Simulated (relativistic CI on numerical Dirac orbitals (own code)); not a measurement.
**One change at a time: Fe XXVI**

Base calculation: Dirac-Coulomb-Breit CI, separate exchange-only KLI orbitals for each configuration, a model potential for QED.

Configurations in the expansion: 1s, 2s, 2p, 3s, 3p, 3d, 4s, 4p, 4d, 4f, 5s, 5p, 5d, 5f, 5g, 6s, 6p, 6d. Levels of other configurations are missing.

Variants: (1) QED terms removed; (2) non-relativistic limit. Shifts of the energy above 1s 2S_1/2, in eV, for the lowest level and the first level of each name with at least 55 % of one term (blank where a level changes its place among those of its configuration and J or its character, or is not in the variant):

```csv
Level,Base,Δ(1),Δ(2)
1s 2S_1/2,0.00,0.00,0.00
2p 2P°_1/2,6951.98,+3.91,-54.01
2s 2S_1/2,6952.55,+3.35,-54.57
2p 2P°_3/2,6973.20,+3.87,-75.22
3p 2P°_1/2,8246.41,+3.91,-71.02
3s 2S_1/2,8246.58,+3.74,-71.19
3d 2D_3/2,8252.68,+3.91,-77.30
3p 2P°_3/2,8252.70,+3.89,-77.31
3d 2D_5/2,8254.75,+3.90,-79.36
4p 2P°_1/2,8698.59,+3.91,-76.11
4s 2S_1/2,8698.66,+3.84,-76.18
4d 2D_3/2,8701.24,+3.91,-78.75
4p 2P°_3/2,8701.24,+3.90,-78.76
4f 2F°_5/2,8702.10,+3.91,-79.62
```
